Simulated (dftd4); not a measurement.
C3H3 (SMILES [CH]1C=C1), doublet, geometry from GFN2-xTB; dftd4 with D4 for r2scan.

Input for dftd4:
```
$ dftd4 mol.xyz --func r2scan --charge 0 --json dftd4.json --noedisp

# file mol.xyz
6

C      0.01137253     0.00043044     0.89107543
C      0.06264617    -0.66008582    -0.41729858
C      0.04247067     0.66144996    -0.41767946
H     -0.79304238    -0.01164344     1.60888743
H      0.07098274    -1.56700412    -0.97228411
H      0.02312338     1.56788010    -0.97318762
```

Problem. What does dftd4 print? Leave out banner, timings and long lists.

Solution. 
```
                    ____  _____ _____     ____  _  _
      -------------|  _ \|  ___|_   _|---|  _ \| || |------------
     |             | | | | |_    | | ___ | | | | || |_           |
     |             | |_| |  _|   | ||___|| |_| |__   _|          |
     |             |____/|_|     |_|     |____/   |_|            |
     |             ===================================           |
     |            E. Caldeweyher, S. Ehlert & S. Grimme          |
     |          Mulliken Center for Theoretical Chemistry        |
     |                    University of Bonn                     |
      -----------------------------------------------------------

Rational (Becke-Johnson) damping: r2scan-D4-ATM
---------------------
  s6         1.0000
  s8         0.6019
  s9         1.0000
  a1         0.5156
  a2         5.7734
 alp        16.0000
--------------------

Dispersion energy:      -6.2450761760644E-04 Eh

[Info] JSON dump of results written to 'dftd4.json'
```
